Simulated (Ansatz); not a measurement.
The same ligand exchange along the group B, Al, Ga.

Computed with Ansatz on PBE0-D4/def2-TZVP structures; ΔE is electronic, products minus reactants. CCSD(T)/CBS adds triple-zeta CCSD(T) − MP2 to the extrapolated MP2 energy (def2 sets, frozen cores). DFT in def2-TZVPP. For Ga, Se outer-core shells are correlated without core-valence functions, which leaves a few kJ/mol of doubt a bond. Scalar relativity is left out up to krypton. One conformer a species, not always the lowest.

```csv
reaction,PBE0-D4 (kJ/mol),CCSD(T)/CBS(def2) (kJ/mol)
`C[Se]B(Cl)Cl` + CH₃NH₂ → `CNB(Cl)Cl` + `C[SeH]`,-62,-61
`C[Se][Al]([Cl])[Cl]` + CH₃NH₂ → `C[NH][Al]([Cl])[Cl]` + `C[SeH]`,27,23
`C[Se][Ga]([Cl])[Cl]` + CH₃NH₂ → `C[NH][Ga]([Cl])[Cl]` + `C[SeH]`,67,59
```

Largest T1 diagnostic: 0.012, for `C[NH][Ga]([Cl])[Cl]`.
